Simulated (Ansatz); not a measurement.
Consider the ligand exchange at a B–C bond: `CCB(S)Cl` + HCl → `SB(Cl)Cl` + ethane.

Gas-phase electronic energies from Ansatz, PBE0-D4/def2-TZVP geometries. CCSD(T)/CBS is the MP2 limit (def2-TZVPP, def2-QZVPP) plus CCSD(T) − MP2 in def2-TZVPP, frozen cores. This one scheme is used for every species. Functionals use def2-TZVPP. B3LYP here is the variant with VWN-RPA as its local correlation; programs differ in this. One conformer a species, not always the lowest.

`CCB(S)Cl`:

```xyz
11

C     0.590    0.252    1.359
C     0.079   -0.492    0.129
B    -0.744    0.357   -0.895
S    -0.743    0.098   -2.669
Cl   -1.815    1.643   -0.338
H    -0.230    0.720    1.906
H     1.107   -0.426    2.041
H     1.291    1.042    1.080
H    -0.599   -1.298    0.448
H     0.905   -0.999   -0.382
H     0.158   -0.899   -2.680
```

HCl:

```xyz
2

Cl   -0.058    0.622   -0.134
H     0.058   -0.622    0.134
```

`SB(Cl)Cl`:

Z-matrix (Å, degrees):
```
B
S 1 1.787
Cl 1 1.747 2 122.7
Cl 1 1.746 2 117.5 3 -180.0
H 2 1.343 1 96.3 3 -0.1
```

`CC`:

```xyz
8

C    -0.044   -0.278   -0.705
C     0.044    0.278    0.705
H    -0.465   -1.287   -0.710
H    -0.679    0.344   -1.341
H     0.940   -0.332   -1.176
H     0.465    1.287    0.710
H     0.678   -0.344    1.341
H    -0.940    0.332    1.176
```

```
             level  ΔE (kJ/mol)  difference from CCSD(T)/CBS
       LDA (SPW92)        -71.1                         -1.2
            B97M-V        -77.6                         -7.7
          B3LYP-D4        -75.2                         -5.3
        r2SCANh-D4        -76.6                         -6.7
          BHLYP-D4        -74.4                         -4.5
      CAM-B3LYP-D4        -72.9                         -3.0
           ωB97X-V        -72.6                         -2.7
              PBE0        -77.1                         -7.2
             B3LYP        -80.3                        -10.4
         CAM-B3LYP        -76.3                         -6.4
           LC-ωPBE        -73.7                         -3.8
     CCSD/def2-SVP        -81.7                        -11.8
     HF/def2-TZVPP        -78.2                         -8.3
   CCSD/def2-TZVPP        -69.7                          0.2
     HF/def2-QZVPP        -77.6                         -7.7
SCS-MP2/def2-QZVPP        -74.7                         -4.8
       CCSD(T)/CBS        -69.9                            0
```

Largest T1 diagnostic among the species: 0.012.

Leaving LDA and LC-ωPBE aside and taking each functional with its dispersion term where it has one, the values, not all of them listed here, spread over 5.6 kJ/mol, from B2PLYP to ωB97M-V. LDA lies +8.2 kJ/mol from PBE without D4. At CCSD(T), def2-SVP lies −12.1 kJ/mol from the extrapolated value and def2-TZVPP −0.2 kJ/mol.
